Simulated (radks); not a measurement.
The carbon ion C+, 5 electrons, occupied as [He] 2s2 2p1.

All-electron calculation, Dirac Kohn-Sham, OLYP, spin-unpolarised, spherical densities, finite nucleus; open shells fill j = l - 1/2 first; Fermi nuclear charge, rms radius 2.4702 fm. Program: a radial shooting solver on a logarithmic mesh with Libxc functionals.

Energy parts (eV):
total: -1018.203
kinetic: 1016.312
electron-nucleus: -2310.948
Hartree: 407.547
exchange-correlation: -131.114

Orbitals (lengths in bohr, moments of r in powers of bohr):
1s1/2: occ. 2; eigenvalue (eV) -288.9023; <1/r> 5.661; small-component weight 4.26e-04
2s1/2: occ. 2; eigenvalue (eV) -25.8000; <1/r> 0.9825; small-component weight 5.01e-05
2p1/2: occ. 1; eigenvalue (eV) -16.8410; <1/r> 0.8679; small-component weight 4.06e-05
2p3/2: occ. 0; eigenvalue (eV) -16.8297; <1/r> 0.8672; small-component weight 4.06e-05

The highest occupied level is 2p1/2 at -16.841 eV. The density falls to 0.001 e/bohr^3 at r = 3.19 bohr. For comparison, the ionisation energy in NIST's Atomic Spectra Database is 24.383 eV (measured). In exact Kohn-Sham theory the highest level is minus the ionisation energy, but local and semilocal functionals leave it too shallow, through self-interaction and a potential that decays too fast; potentials with the right tail come closer. The electron density at the nucleus is 131.2 e/bohr^3.

Beside tabulated values, note that spin-unpolarised runs miss the spin-polarisation part of the exchange energy of open shells.
